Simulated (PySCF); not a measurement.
**Sulfur: highly charged ions in a basis for the neutral atom**

S⁵⁺ [Ne] 3s1, S⁶⁺ [Ne]. All numbers are calculated (PySCF 2.14, the non-relativistic Hamiltonian (point nucleus), in def2-TZVP (5s5p2d1f, 37 functions)). No spin-orbit coupling, so a gap to NIST mixes the basis error with missing relativistic terms.

Changed run: basis of the neutral atom used for a highly charged ion. This setting is unsound on purpose.

| species | method | sound run (hartree) | changed run (hartree) | converged |
| --- | --- | --- | --- | --- |
| S⁵⁺ | UHF | not run | -390.76102 | yes |
| S⁵⁺ | LDA | not run | -389.78936 | yes |
| S⁵⁺ | M06-L | not run | -391.19927 | yes |
| S⁶⁺ | UHF | not run | -387.55529 | yes |
| S⁶⁺ | LDA | not run | -386.54561 | yes |
| S⁶⁺ | M06-L | not run | -388.01409 | yes |

Ionisation energy of S⁵⁺:

```json
{"method": "UHF", "changed run (eV)": "87.233", "NIST (eV)": "88.053"}
{"method": "LDA", "changed run (eV)": "88.267", "NIST (eV)": "88.053"}
{"method": "M06-L", "changed run (eV)": "86.673", "NIST (eV)": "88.053"}
```

The contracted functions were made for the neutral atom and can be too rigid for a highly charged ion.
